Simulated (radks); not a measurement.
Question: Radial electron density D(r) = 4 pi r^2 rho(r) of an atom or ion with 46 electrons. All-electron calculation, Dirac Kohn-Sham, PBE, spin-unpolarised, spherical densities, finite nucleus; Fermi nuclear charge, rms radius of each element as measured or else 0.836 A^(1/3) + 0.57 fm. Program: a radial shooting solver on a logarithmic mesh with Libxc functionals.

r (bohr),D(r) (e/bohr)
0.001296,1.839
0.001533,2.469
0.001829,3.347
0.00218,4.515
0.0026,6.051
0.003076,7.948
0.003668,10.49
0.004373,13.69
0.005215,17.65
0.006169,22.19
0.007356,27.73
0.008772,33.93
0.01038,40.23
0.01237,46.76
0.01475,52.59
0.01759,56.95
0.02081,59.11
0.02482,58.95
0.02959,56.60
0.03529,53.27
0.04174,50.96
0.04978,51.47
0.05936,56.07
0.07078,63.77
0.08372,70.89
0.09984,73.87
0.119,69.67
0.1408,60.59
0.1679,51.51
0.2002,48.91
0.2388,53.42
0.2825,58.40
0.3368,56.32
0.4016,44.58
0.4789,29.15
0.5665,18.75
0.6756,15.51
0.8056,16.72
0.9529,17.13
1.136,14.67
1.355,10.46
1.616,6.451
1.911,3.689
2.279,1.891
2.718,0.8823
3.241,0.3622
3.834,0.1305
4.571,0.03513
5.451,0.01221
6.5,0.01898
7.689,0.02948
9.169,0.02645
10.93,0.009347
15.42,0.01685
18.39,0.06007
21.93,0.08131
25.94,0.05058
30.93,0.01302
36.88,0.001615

What is the nuclear charge?

Answer: Z = 46. The innermost maximum, from 1s, lies near gamma/Z bohr with gamma = sqrt(1 - (Z/c)^2) = 0.942, here 0.0205 bohr (found: 0.0224), and its height grows with Z. The density is that of neutral palladium in [Kr] 4d9 7p1; the configuration itself is not fixed sharply by these data, and Z only to a few units. D(r) has 6 maxima, at r = 0.0224, 0.0990, 0.299, 0.901, 8.26, 21.8 bohr, and minima at 0.0445, 0.194, 0.676, 5.58 bohr, inside which lie 2.04, 11.16, 29.01, 45.02 electrons.
